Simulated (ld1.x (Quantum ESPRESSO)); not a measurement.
# Varying the TM potential for hydrogen

Base potential:

```json
{
 "Element": "hydrogen",
 "Generator": "ld1.x (Quantum ESPRESSO) 7.5",
 "Type": "norm-conserving Troullier–Martins (Kleinman–Bylander form)",
 "Functional": "BLYP",
 "Relativity": "scalar-relativistic",
 "Frozen core": "none",
 "Valence charge": "1",
 "Reference configuration": "1s1",
 "Partial waves": "2p channel at 0.3 Ry: rc 1.10 bohr; 1s (bound): rc 1.15 bohr",
 "Local potential": "the s channel",
 "Core correction": "none"
}
```

Cutoffs, loose and tight: the cutoffs (Ry, on a coarse ladder) from which the occupation-weighted sum of valence levels, in a spherical-Bessel basis at the reference potential, stays within 10 and 1 mRy of its value at 400 Ry. They do not see the model core or the augmentation charge, which bear on the density cutoff. Test errors are all-electron minus pseudo excitation energies from the reference, over the configurations 1s0.5. A dash means not determined; rows that change the core or the reference have their own tests.

```csv
change,outcome,"cutoff, loose","cutoff, tight",bound ghosts
base,generated,21 Ry,40 Ry,none
wave 2p channel at 0.3 Ry: rc 1.10 bohr becomes 2p channel at 0.83 Ry: rc 1.10 bohr,generated,21 Ry,40 Ry,none
"type PAW; waves now 1s (bound): rcut 1.00, rcutus 1.15 bohr; 1s channel at -0.05 Ry: rcut 1.00, rcutus 1.15 bohr; 2p channel at 0.3 Ry: rcut 0.95, rcutus 1.10 bohr; 2p channel at 1.45 Ry: rcut 0.95, rcutus 1.10 bohr; local potential all-electron potential smoothed inside 0.85 bohr (lloc = -1); augmentation BESSEL, radius 0.85 bohr",generated,18 Ry,30 Ry,none
"all radii scaled by about 1.14 (s 1.30, p 1.26 bohr)",generated,21 Ry,35 Ry,none
wave 2p channel at 0.3 Ry: rc 1.10 bohr becomes 2p channel at 0.3 Ry: rc 1.14 bohr,generated,21 Ry,40 Ry,none
wave 1s (bound): rc 1.15 bohr becomes 1s (bound): rc 0.96 bohr,generated,30 Ry,50 Ry,none
"all radii scaled by about 1.24 (s 1.42, p 1.36 bohr)",generated,18 Ry,30 Ry,none
wave 2p channel at 0.3 Ry: rc 1.10 bohr becomes 2p channel at 1.24 Ry: rc 1.10 bohr,generated,21 Ry,40 Ry,none
functional LDA (PZ),generated,21 Ry,40 Ry,none
"type ultrasoft; waves now 1s (bound): rcut 1.00, rcutus 1.15 bohr; 1s channel at 0.9 Ry: rcut 1.00, rcutus 1.15 bohr; 2p channel at 0.3 Ry: rcut 0.95, rcutus 1.10 bohr; local potential all-electron potential smoothed inside 0.95 bohr (lloc = -1); augmentation PSQ, radius 0.80 bohr",generated,18 Ry,30 Ry,none
wave 2p channel at 0.3 Ry: rc 1.10 bohr becomes 2p channel at -0.06 Ry: rc 1.10 bohr,generated,21 Ry,40 Ry,none
```
